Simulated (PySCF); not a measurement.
# Broadened absorption spectrum of C6H13BO2

Species: C₆H₁₃BO₂.
Structure used (PBE0-D3(BJ)/def2-SVP), in Å, numbered top down from 1:
```xyz
22
C6H13BO2 angstrom
C      3.8070   -0.2530    0.2468
C      2.5154    0.4444   -0.0278
C      1.3598    0.2017    0.5981
C      0.0585    0.8773    0.3155
B     -1.1445   -0.1008   -0.0053
O     -0.9847   -1.4296    0.2115
C     -2.0060   -2.3656   -0.0176
O     -2.3563    0.3340   -0.4603
C     -2.6271    1.6779   -0.7385
H      4.1999   -0.7460   -0.6585
H      3.6923   -1.0205    1.0268
H      4.5858    0.4552    0.5786
H      2.5326    1.2133   -0.8130
H      1.3383   -0.5765    1.3717
H      0.1730    1.6214   -0.4918
H     -0.2617    1.4670    1.2003
H     -1.5555   -3.2872   -0.4158
H     -2.7573   -1.9911   -0.7293
H     -2.5164   -2.6138    0.9278
H     -3.6789    1.7644   -1.0482
H     -2.4757    2.3227    0.1443
H     -1.9965    2.0658   -1.5570
```

Level of theory: TDDFT wB97X-D/def2-SVPD, vertical, gas phase, core orbitals frozen in the response (PySCF 2.14.0, density-fitted response routines).

Each state is given a Gaussian of 0.4 eV full width at half maximum, with ε(max) = 2.175×10⁸ f / Δν̃ (Δν̃ the width in cm⁻¹). The width is an assumption, not a result. The curve ends short of the highest state used, and states not computed would add to its high-energy end.

λ (nm), ε (L mol⁻¹ cm⁻¹) and a bar:
```
    155.6        417 
    156.5        446 
    157.4        546 
    158.2        707 #
    159.1        980 #
    160.0       1347 #
    160.9       1798 ##
    161.8       2315 ##
    162.7       2891 ###
    163.5       3469 ###
    164.4       4250 ####
    165.3       5273 #####
    166.2       6687 ######
    167.1       8643 ########
    168.0      11252 ##########
    168.8      14130 #############
    169.7      17890 ################
    170.6      21945 ####################
    171.5      25902 ########################
    172.4      29306 ###########################
    173.2      31516 #############################
    174.1      32785 ##############################
    175.0      32617 ##############################
    175.9      31052 ############################
    176.8      28315 ##########################
    177.7      24759 #######################
    178.5      21236 ###################
    179.4      17218 ################
    180.3      13444 ############
    181.2      10130 #########
    182.1       7385 #######
    183.0       5225 #####
    183.8       3761 ###
    184.7       2550 ##
    185.6       1707 ##
    186.5       1139 #
    187.4        765 #
    188.3        523 
    189.1        379 
    190.0        270 
    190.9        196 
    191.8        144 
    192.7        106 
    193.6         78 
    194.4         59 
    195.3         42 
    196.2         29 
    197.1         20 
    198.0         13 
    198.9          9 
    199.7          6 
    200.6          4 
    201.5          2 
    202.4          1 
    203.3          1 
    204.2          0
```

(1) Where are the band maxima, and which computed states make them?

(2) Coming from long wavelengths, where does ε first pass 100 L mol⁻¹ cm⁻¹?

(3) On this curve, what absorbance would a 10⁻³ mol/L sample give at 193 nm over a 1 cm path?

Answers

(1) 174 nm (7.11 eV), ε about 33000, made up of S2 (98%) (ε in L mol⁻¹ cm⁻¹; maxima over ε = 5, shares over 10%). At its high-energy end, 7.97 eV, the curve is still rising (ε about 420, from S5, S7 and S8). The states used: S1 6.67 eV (f 0.0037); S2 7.10 eV (f 0.480); S3 7.33 eV (f 0.013); S4 7.40 eV (f 0.0027); S5 7.54 eV (f 0.038); S6 7.93 eV (f 0.0006); S7 8.07 eV (f 0.0036); S8 8.36 eV (f 0.014); S9 8.42 eV (f 0.0005); S10 8.57 eV (f 0.021).

(2) At about 193 nm (6.43 eV), 0.24 eV below S1.

(3) 193 nm is 6.424 eV, where ε is about 96 L mol⁻¹ cm⁻¹, so A = ε c l ≈ 0.096 (Beer–Lambert, with the gas-phase spectrum and the assumed width).

All these states lie below the vertical ionisation energy of 8.61 eV (ΔSCF).

Hardware: one thread, Arm Neoverse N1 (aarch64), no GPU (shared host). Cost: 6.4 min of wall time, 1.4 GiB resident at most.

One conformer stands for the species.
